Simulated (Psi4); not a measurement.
C5H13FSi (SMILES CC[Si](C)(F)CC), singlet, at a GFN2-xTB geometry, atoms displaced at random by about 0.03 Å a coordinate; HF/STO-3G, gradient (Psi4).

The Psi4 input:
```
memory 2 GB

molecule mol {
0 1
C    -1.894106   -1.667942    0.214998
C    -1.280125   -0.393703    0.973380
Si   -0.008384    0.506092   -0.144203
C     0.615831    2.047153    0.770327
F    -0.783628    1.005635   -1.436990
C     1.343434   -0.613223   -0.711242
C     2.214919   -1.278875    0.304577
H    -1.114653   -2.386542    0.133881
H    -2.729233   -2.110019    0.869383
H    -2.325025   -1.441510   -0.689598
H    -2.156856    0.299559    1.158645
H    -0.864943   -0.730439    1.914112
H     1.270256    2.619029    0.097978
H    -0.181015    2.697823    1.058163
H     1.164463    1.848081    1.707913
H     0.942569   -1.342507   -1.411540
H     2.025796    0.009190   -1.399568
H     1.569665   -1.906804    1.010227
H     2.978101   -1.860193   -0.130937
H     2.648014   -0.514808    0.965531
symmetry c1
no_reorient
no_com
}

set {
  basis sto-3g
  reference rhf
}

gradient('scf')
print_variables()
```

Problem. Predict the main parts of the log of this Psi4 run.

Solution. 
```
gradient() will perform analytic gradient computation.

   => Loading Basis Set <=

    Name: STO-3G
    Role: ORBITAL
    Keyword: BASIS

         ---------------------------------------------------------
                                   SCF
               by Justin Turney, Rob Parrish, Andy Simmonett
                          and Daniel G. A. Smith
                              RHF Reference
         ---------------------------------------------------------

  ==> Geometry <==

    Molecular point group: c1
    Full point group: C1

    Geometry (in Angstrom), charge = 0, multiplicity = 1:

       Center              X                  Y                   Z               Mass
    ------------   -----------------  -----------------  -----------------  -----------------
         C           -1.894106000000    -1.667942000000     0.214998000000    12.000000000000
         C           -1.280125000000    -0.393703000000     0.973380000000    12.000000000000
         SI          -0.008384000000     0.506092000000    -0.144203000000    27.976926534650
         C            0.615831000000     2.047153000000     0.770327000000    12.000000000000
         F           -0.783628000000     1.005635000000    -1.436990000000    18.998403162730
         C            1.343434000000    -0.613223000000    -0.711242000000    12.000000000000
         C            2.214919000000    -1.278875000000     0.304577000000    12.000000000000
         H           -1.114653000000    -2.386542000000     0.133881000000     1.007825032230
         H           -2.729233000000    -2.110019000000     0.869383000000     1.007825032230
         H           -2.325025000000    -1.441510000000    -0.689598000000     1.007825032230
         H           -2.156856000000     0.299559000000     1.158645000000     1.007825032230
         H           -0.864943000000    -0.730439000000     1.914112000000     1.007825032230
         H            1.270256000000     2.619029000000     0.097978000000     1.007825032230
         H           -0.181015000000     2.697823000000     1.058163000000     1.007825032230
         H            1.164463000000     1.848081000000     1.707913000000     1.007825032230
         H            0.942569000000    -1.342507000000    -1.411540000000     1.007825032230
         H            2.025796000000     0.009190000000    -1.399568000000     1.007825032230
         H            1.569665000000    -1.906804000000     1.010227000000     1.007825032230
         H            2.978101000000    -1.860193000000    -0.130937000000     1.007825032230
         H            2.648014000000    -0.514808000000     0.965531000000     1.007825032230

  Running in c1 symmetry.

  Rotational constants: A =      0.06555  B =      0.05878  C =      0.04390 [cm^-1]
  Rotational constants: A =   1965.02808  B =   1762.22435  C =   1316.14856 [MHz]
  Nuclear repulsion =  407.095178766527738

  Charge       = 0
  Multiplicity = 1
  Electrons    = 66
  Nalpha       = 33
  Nbeta        = 33

  ==> Algorithm <==

  SCF Algorithm Type is DF.
  DIIS enabled.
  MOM disabled.
  Fractional occupation disabled.
  Guess Type is SAD.
  Energy threshold   = 1.00e-08
  Density threshold  = 1.00e-08
  Integral threshold = 1.00e-12

  ==> Primary Basis <==

  Basis Set: STO-3G
    Blend: STO-3G
    Number of shells: 36
    Number of basis functions: 52
    Number of Cartesian functions: 52
    Spherical Harmonics?: true
    Max angular momentum: 1

   => Loading Basis Set <=

    Name: (STO-3G AUX)
    Role: JKFIT
    Keyword: DF_BASIS_SCF

  ==> Integral Setup <==

  SCF_SUBTYPE=INCORE selected. In-core MEM_DF algorithm will be used.
  Using in-core AOs.

  ==> MemDFJK: Density-Fitted J/K Matrices <==

    J tasked:                   Yes
    K tasked:                   Yes
    wK tasked:                   No
    Algorithm:                 Core
    Schwarz Cutoff:           1E-12
    Mask sparsity (%):       1.9970
    Fitting Condition:        1E-10

   => Auxiliary Basis Set <=

[...]
  @DF-RHF Final Energy:  -578.30790414216278
    Total Energy =                       -578.3079041421627835
[...]
         C            1.343434000000    -0.613223000000    -0.711242000000    12.000000000000
         C            2.214919000000    -1.278875000000     0.304577000000    12.000000000000
         H           -1.114653000000    -2.386542000000     0.133881000000     1.007825032230
         H           -2.729233000000    -2.110019000000     0.869383000000     1.007825032230
         H           -2.325025000000    -1.441510000000    -0.689598000000     1.007825032230
         H           -2.156856000000     0.299559000000     1.158645000000     1.007825032230
         H           -0.864943000000    -0.730439000000     1.914112000000     1.007825032230
         H            1.270256000000     2.619029000000     0.097978000000     1.007825032230
         H           -0.181015000000     2.697823000000     1.058163000000     1.007825032230
         H            1.164463000000     1.848081000000     1.707913000000     1.007825032230
         H            0.942569000000    -1.342507000000    -1.411540000000     1.007825032230
         H            2.025796000000     0.009190000000    -1.399568000000     1.007825032230
         H            1.569665000000    -1.906804000000     1.010227000000     1.007825032230
         H            2.978101000000    -1.860193000000    -0.130937000000     1.007825032230
         H            2.648014000000    -0.514808000000     0.965531000000     1.007825032230

  Nuclear repulsion =  407.095178766527738

  ==> Basis Set <==

  Basis Set: STO-3G
    Blend: STO-3G
    Number of shells: 36
    Number of basis functions: 52
    Number of Cartesian functions: 52
    Spherical Harmonics?: true
    Max angular momentum: 1

  ==> DFJKGrad: Density-Fitted SCF Gradients <==

    Gradient:                    1
    J tasked:                  Yes
    K tasked:                  Yes
    wK tasked:                  No
    Integrals threads:           1
    Schwarz Cutoff:          1E-12
    Fitting Condition:       1E-10

   => Auxiliary Basis Set <=

  Basis Set: (STO-3G AUX)
    Blend: DEF2-UNIVERSAL-JKFIT
    Number of shells: 266
    Number of basis functions: 814
    Number of Cartesian functions: 953
    Spherical Harmonics?: true
    Max angular momentum: 4

  -Total Gradient:
     Atom            X                  Y                   Z
    ------   -----------------  -----------------  -----------------
       1        0.010682666680    -0.009223767167    -0.119729664099
       2        0.039195485621    -0.003082187131     0.046634189815
       3        0.010063463384    -0.002955038721    -0.059784227165
       4       -0.023920061863     0.011901846980     0.004688628446
       5        0.012169333728    -0.007826325978     0.021696908284
       6       -0.027538950843    -0.037264323027     0.078197960786
       7        0.042167565085     0.001022005629    -0.084390931359
       8       -0.009586068333     0.019622422104     0.010647286059
       9       -0.037377097032    -0.015227309708     0.027935096003
      10        0.017622152480    -0.015681678101     0.057143197091
      11       -0.033719009202     0.020029930864    -0.001920308168
      12        0.000128499619    -0.003622640676    -0.002933402610
      13        0.005461705522     0.005632077475    -0.011877334986
      14        0.014482719525    -0.006400566308     0.001640943003
      15        0.005292396577     0.003559493946     0.020233970703
      16        0.004162265920     0.003283181055    -0.007118808278
      17        0.027900899042     0.022441446000    -0.031606656100
      18       -0.029947431125    -0.014698659271     0.031054202290
      19       -0.022143045747     0.019378335486     0.010163859916
      20       -0.005097489041     0.009111756551     0.009325090366

  Variable Map:
  ----------------------------------------------------------------------------
[...]
  Array Variable Map:
  ----------------------------------------------------------------------------
[...]
[...]
```
